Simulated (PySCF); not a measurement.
**What settings do to a single point of [PbCl3]−**

The sound run of [PbCl3]− (singlet) uses PySCF 2.14.0, RKS B3LYP, Pb def2-SVP with ECP60, Cl def2-SVP; non-relativistic Hamiltonian with scalar-relativistic core potentials where named; density fitting; no spin-orbit coupling, grid (50, 194), threshold 1e-8 Eh and 55 cycles, at the relaxed geometry:

```xyz
4

Pb    0.0000    0.0000    0.5091
Cl    2.3434    0.0000   -0.6606
Cl   -1.1717    2.0295   -0.6606
Cl   -1.1717   -2.0294   -0.6606
```

There Pb1 has a Mulliken charge of 0.50 e and the dipole about the centre of mass is 5.27 D. Each run below changes one thing and starts from free metal ions and neutral atoms unless it says otherwise; with 55 cycles, smearing, a level shift and second-order steps follow where DIIS fails, and their cycles count. Energy shifts count from the sound run.

```tsv
change	outcome	cycles	energy shift (eV)	largest force component (eV/Å)	charge on Pb1 (e)	dipole about the centre of mass (D)
start from the bare core Hamiltonian, limit 62 cycles	converged	12	0.0000	0.01	0.50	5.27
grid (10, 14)	converged	10	14.17	4.15	0.58	5.12
```

Q: How does the run with this change end: all coordinates × 1.12?

A: outcome converged, cycles 11, energy shift (eV) 0.85, largest force component (eV/Å) 2.25, charge on Pb1 (e) 0.57, dipole about the centre of mass (D) 7.20.

Unsound on purpose, so not properties of the compound: grid (10, 14).

Forces carry noise of the integration grid, about 0.01 to 0.03 eV/Å.
